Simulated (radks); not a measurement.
Q: Neutral gallium is in [Ar] 3d10 4s2 4p(1/2: 1, 3/2: 0). Calculated with a radial shooting solver on a logarithmic mesh with Libxc functionals: Dirac Kohn-Sham, PBE, spin-unpolarised, spherical densities, finite nucleus; Fermi nuclear charge, rms radius of each element as measured or else 0.836 A^(1/3) + 0.57 fm. Sub-shells are occupied by j as written (lower j first in brackets). One electron is removed from 3d5/2, 4s1/2, 3d3/2, 4p1/2 in turn, with full relaxation. Which removal costs least, and what does each cost?

A: 4p1/2 5.767 eV; 4s1/2 13.016 eV; 3d5/2 27.425 eV; 3d3/2 27.921 eV. The 4p1/2 electron leaves first.
